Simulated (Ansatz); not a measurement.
GeO3H2, relaxed as a singlet with RKS PBE-D4/def2-SVP in Ansatz, starting from the GFN1-xTB geometry. Force threshold 0.02 eV/Å.

The restricted singlet is unstable towards broken spin symmetry in Hartree–Fock (as tested in another run); at PBE-D4/def2-SVP this wasn't settled. Another isomer (singlet) lies 0.14 eV lower at PBE0-D4/def2-TZVP; other spin states weren't run for this one.

Start:

```xyz
6

Ge   -0.3416   -0.1026   -0.0005
O    -0.0981   -1.1582    1.3430
O     1.0138    0.9704   -0.1986
O     0.1556   -1.7577    0.0012
H     0.9468    1.7677   -0.7207
H    -1.6765    0.2804   -0.4245
```

(1) Estimate the energy that the relaxation releases and the steps that it takes.

(2) Does the start keep its bonding?

(3) Predict the relaxed structure.

## Answers

(1) 8.5 kcal/mol, in 6 steps; 3.6 s on 4 threads of Arm Neoverse V2 on a shared host. No frequencies were taken in this run, so the end may be a saddle point.

(2) By distances, no bond broke or formed. The bond that changes most is O2–O4, from 1.49 to 1.61 Å (atoms count from 1).

(3) 
Cartesian coordinates in Å:
```
Ge -0.261 -0.122 0.010
O -0.129 -1.205 1.435
O 1.088 0.998 -0.258
O 0.135 -1.873 -0.002
H 0.794 1.813 -0.705
H -1.628 0.389 -0.480
```
Bond lengths: 3 × Ge–O 1.77 to 1.79 Å; 1 × H–O 0.98 Å; 1 × Ge–H 1.54 Å.
